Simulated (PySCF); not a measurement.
PySCF input file for Ge2H6S, SMILES [GeH3][S][GeH3], TDDFT-PBE/def2-SVPD. Geometry optimised at B3LYP-D3(BJ)/def2-SVP.

```python
import numpy as np
from pyscf import gto, scf, dft, tdscf

mol = gto.M(
    atom='''
    Ge    1.69271507   -0.24671774    0.04418833
    S     0.00359194   -0.40920064   -1.43124184
    Ge   -1.69989179    0.20003416   -0.09584859
    H     2.96109376   -0.63451962   -0.73468565
    H     1.79961835    1.19800956    0.57495849
    H     1.46304310   -1.21142680    1.22614097
    H    -1.81838231   -0.77376102    1.09506303
    H    -2.95931344    0.13656075   -0.97662724
    H    -1.47657467    1.63212134    0.43315250
    ''',
    basis='def2-SVPD',
    charge=0,
    spin=0,
    max_memory=1600,
    verbose=4,
)
mf = dft.RKS(mol, xc='pbe').density_fit(auxbasis='def2-universal-jkfit')
mf.grids.level = 3
mf.conv_tol = 1e-9
mf.max_cycle = 100
mf.kernel()
mf.grids = dft.Grids(mol).set(level=1).build(with_non0tab=True)  # coarser grid for the response kernel
td = tdscf.TDDFT(mf)
td.singlet = True
td.nstates = 10
td.conv_tol = 1e-4
td.positive_eig_threshold = 1e-6
td.kernel(x0=td.get_init_guess(mf, 15))
td.analyze()
tt = tdscf.TDA(mf)
tt.singlet = False
tt.nstates = 4
tt.conv_tol = 1e-4
tt.positive_eig_threshold = 1e-6
tt.kernel(x0=tt.get_init_guess(mf, 9))
tt.analyze(verbose=3)
```

Output:

```
PySCF version 2.14.0

[INPUT] verbose = 4
[INPUT] num. atoms = 9
[INPUT] num. electrons = 86
[INPUT] charge = 0
[INPUT] spin (= nelec alpha-beta = 2S) = 0
[INPUT] symmetry False subgroup None
[INPUT] Mole.unit = angstrom
[INPUT] Symbol           X                Y                Z      unit          X                Y                Z       unit  Magmom
[INPUT]  1 Ge     1.692715070000  -0.246717740000   0.044188330000 AA    3.198767889224  -0.466228958672   0.083503841602 Bohr   0.0
[INPUT]  2 S      0.003591940000  -0.409200640000  -1.431241840000 AA    0.006787782856  -0.773277139597  -2.704655095619 Bohr   0.0
[INPUT]  3 Ge    -1.699891790000   0.200034160000  -0.095848590000 AA   -3.212329924497   0.378009777957  -0.181127584526 Bohr   0.0
[INPUT]  4 H      2.961093760000  -0.634519620000  -0.734685650000 AA    5.595656235559  -1.199068302463  -1.388354666148 Bohr   0.0
[INPUT]  5 H      1.799618350000   1.198009560000   0.574958490000 AA    3.400785810242   2.263909963011   1.086514079093 Bohr   0.0
[INPUT]  6 H      1.463043100000  -1.211426800000   1.226140970000 AA    2.764750767435  -2.289264871958   2.317070623409 Bohr   0.0
[INPUT]  7 H     -1.818382310000  -0.773761020000   1.095063030000 AA   -3.436244555654  -1.462196413664   2.069369215836 Bohr   0.0
[INPUT]  8 H     -2.959313440000   0.136560750000  -0.976627240000 AA   -5.592291918345   0.258062416865  -1.845558009390 Bohr   0.0
[INPUT]  9 H     -1.476574670000   1.632121340000   0.433152500000 AA   -2.790321728770   3.084262334658   0.818539595171 Bohr   0.0

nuclear repulsion = 509.188804080634
number of shells = 63
number of NR pGTOs = 265
number of NR cGTOs = 151
basis = def2-SVPD
ecp = {}


[settings echo left out]
init E= -4553.10544858895
  HOMO = -0.279048406736634  LUMO = -0.0727695315732797  gap/eV = 5.61313
cycle= 1 E= -4554.30156647481  delta_E= -1.2  |g|= 0.76  |ddm|= 3.23
  HOMO = -0.167542678958351  LUMO = -0.0420512974693477  gap/eV = 3.41479
cycle= 2 E= -4554.17671729849  delta_E= 0.125  |g|=  1.1  |ddm|=  1.7
  HOMO = -0.23380768116574  LUMO = -0.0499321646583604  gap/eV = 5.00351
cycle= 3 E= -4554.36048254446  delta_E= -0.184  |g|= 0.162  |ddm|= 1.34
  HOMO = -0.21671140734952  LUMO = -0.0475569711048465  gap/eV = 4.60293
cycle= 4 E= -4554.37030901311  delta_E= -0.00983  |g|= 0.0258  |ddm|= 0.327
  HOMO = -0.222254938287885  LUMO = -0.0507322604147893  gap/eV = 4.66737
cycle= 5 E= -4554.37051736625  delta_E= -0.000208  |g|= 0.00679  |ddm|= 0.0502
  HOMO = -0.221096930587067  LUMO = -0.0497494805023764  gap/eV = 4.66260
cycle= 6 E= -4554.370532067  delta_E= -1.47e-05  |g|= 0.0019  |ddm|= 0.0141
  HOMO = -0.221212293833767  LUMO = -0.0498042054818799  gap/eV = 4.66425
cycle= 7 E= -4554.3705333827  delta_E= -1.32e-06  |g|= 0.00025  |ddm|= 0.00318
  HOMO = -0.221184927642299  LUMO = -0.0497990842990705  gap/eV = 4.66365
cycle= 8 E= -4554.37053340677  delta_E= -2.41e-08  |g|= 3.76e-05  |ddm|= 0.000435
  HOMO = -0.221183057450378  LUMO = -0.0497976524703949  gap/eV = 4.66363
cycle= 9 E= -4554.37053340746  delta_E= -6.86e-10  |g|= 8.62e-06  |ddm|= 0.000101
  HOMO = -0.221184276069299  LUMO = -0.0497983099621755  gap/eV = 4.66365
Extra cycle  E= -4554.37053340745  delta_E= 1.27e-11  |g|= 9.45e-06  |ddm|= 3.24e-05
converged SCF energy = -4554.37053340745
tot grids = 35984
Overwritten attributes  positive_eig_threshold  of <class 'pyscf.tdscf.rks.CasidaTDDFT'>


******** <class 'pyscf.tdscf.rks.CasidaTDDFT'> for <class 'pyscf.df.df_jk.DFRKS'> ********
nstates = 10 singlet
deg_eia_thresh = 1.000e-03
wfnsym = None
conv_tol = 0.0001
eigh lindep = 1e-12
eigh level_shift = 0
eigh max_cycle = 100


Excitation energies (eV)
[4.85536568 5.04538725 5.33002217 5.73321777 6.32338997 6.42033592
 6.43067627 6.73974269 6.75351965 6.89250922]

** Singlet excitation energies and oscillator strengths **
Excited State   1:      4.85537 eV    255.36 nm  f=0.0156
      43 -> 44        0.70292
Excited State   2:      5.04539 eV    245.74 nm  f=0.0000
      43 -> 45       -0.70607
Excited State   3:      5.33002 eV    232.61 nm  f=0.0004
      43 -> 46       -0.70421
Excited State   4:      5.73322 eV    216.26 nm  f=0.0006
      43 -> 47        0.70325
Excited State   5:      6.32339 eV    196.07 nm  f=0.0057
      42 -> 45        0.33315
      43 -> 48        0.62299
Excited State   6:      6.42034 eV    193.11 nm  f=0.0000
      43 -> 49        0.70555
Excited State   7:      6.43068 eV    192.80 nm  f=0.0631
      42 -> 44        0.65891
      43 -> 50       -0.22398
Excited State   8:      6.73974 eV    183.96 nm  f=0.0021
      41 -> 44       -0.48792
      42 -> 45       -0.44291
      43 -> 48        0.23462
Excited State   9:      6.75352 eV    183.58 nm  f=0.0080
      41 -> 45        0.13665
      42 -> 44        0.16501
      42 -> 46       -0.26414
      43 -> 50        0.60793
Excited State  10:      6.89251 eV    179.88 nm  f=0.0160
      42 -> 46        0.65164
      43 -> 50        0.23447

** Transition electric dipole moments (AU) **
state          X           Y           Z        Dip. S.      Osc.
  1         0.0492      0.3458     -0.0948      0.1310      0.0156
  2        -0.0001     -0.0001      0.0003      0.0000      0.0000
  3        -0.0074     -0.0502      0.0138      0.0028      0.0004
  4         0.0067      0.0602     -0.0165      0.0039      0.0006
  5         0.1897     -0.0245      0.0076      0.0367      0.0057
  6         0.0003     -0.0021     -0.0079      0.0001      0.0000
  7        -0.0030      0.1673      0.6105      0.4007      0.0631
  8         0.1126     -0.0143      0.0044      0.0129      0.0021
  9        -0.0010      0.0589      0.2112      0.0481      0.0080
 10        -0.0019      0.0817      0.2964      0.0945      0.0160

** Transition velocity dipole moments (imaginary part, AU) **
state          X           Y           Z        Dip. S.      Osc.
  1         0.0090      0.0631     -0.0173      0.0044      0.0163
  2        -0.0000     -0.0000      0.0001      0.0000      0.0000
  3        -0.0022     -0.0153      0.0042      0.0003      0.0009
  4         0.0022      0.0185     -0.0051      0.0004      0.0012
  5         0.0406     -0.0052      0.0016      0.0017      0.0048
  6         0.0001     -0.0005     -0.0019      0.0000      0.0000
  7        -0.0007      0.0409      0.1494      0.0240      0.0677
  8         0.0253     -0.0032      0.0010      0.0007      0.0018
  9        -0.0003      0.0143      0.0512      0.0028      0.0076
 10        -0.0005      0.0221      0.0802      0.0069      0.0182

** Transition magnetic dipole moments (imaginary part, AU) **
state          X           Y           Z
  1        -0.2217      0.0286     -0.0091
  2         0.0017     -0.0831     -0.3028
  3        -0.3056      0.0407     -0.0128
  4         1.0196     -0.1356      0.0425
  5         0.0584      0.4071     -0.1082
  6         0.0033     -0.1712     -0.6238
  7         0.0013     -0.0023     -0.0090
  8         0.0019      0.0191     -0.0040
  9        -0.0022      0.0017      0.0049
 10        -0.0018     -0.0004      0.0020
Overwritten attributes  positive_eig_threshold  of <class 'pyscf.tdscf.rks.TDA'>


******** <class 'pyscf.tdscf.rks.TDA'> for <class 'pyscf.df.df_jk.DFRKS'> ********
nstates = 4 triplet
deg_eia_thresh = 1.000e-03
wfnsym = None
conv_tol = 0.0001
eigh lindep = 1e-12
eigh level_shift = 0
eigh max_cycle = 100


Excitation energies (eV)
[4.43719467 4.71243131 5.25315845 5.58304215]

** Triplet excitation energies and oscillator strengths **
Excited State   1:      4.43719 eV    279.42 nm  f=0.0000
Excited State   2:      4.71243 eV    263.10 nm  f=0.0000
Excited State   3:      5.25316 eV    236.02 nm  f=0.0000
Excited State   4:      5.58304 eV    222.07 nm  f=0.0000
```

Self-consistency was reached.
